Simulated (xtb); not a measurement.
B(H)(vinyl)(NH2) (C2H6BN), SMILES C=CBN. All values are semi-empirical tight-binding results from xtb (GFN2-xTB unless named), good for trends rather than for accurate numbers. Geometry: GFN2-xTB. One conformer was computed; it need not be the lowest.

Problem. Estimate the properties. (The exact figures need the calculation; the answer reports its results.)

Solution. 
```yaml
orbital_gap: 4.46 eV
dipole_moment: 1.91 D
zero_point_energy: 50.2 kcal/mol
G − E(el) at 298.15 K (modified RRHO): 33.1 kcal/mol
static polarisability (D4 model): 48.2 bohr³
solvation energy, GFN2-xTB/ALPB(water): -3.5 kcal/mol
solvation energy, GFN2-xTB/ALPB(dmf): -6.0 kcal/mol
```

Computed IR lines (harmonic; lines under 4 % of the strongest left out, lines within 3 cm⁻¹ merged):
ν (cm⁻¹): 608 (s), 643 (s), 819 (m), 907 (w), 923 (w), 1019 (w), 1045 (w), 1092 (m), 1374 (s), 1430 (w), 1542 (s), 1667 (w), 2606 (vs), 3015 (m), 3066 (m), 3079 (m) (against the strongest line: vs over 80 %, s over 45 %, m over 15 %, w over 4 %, vw less)
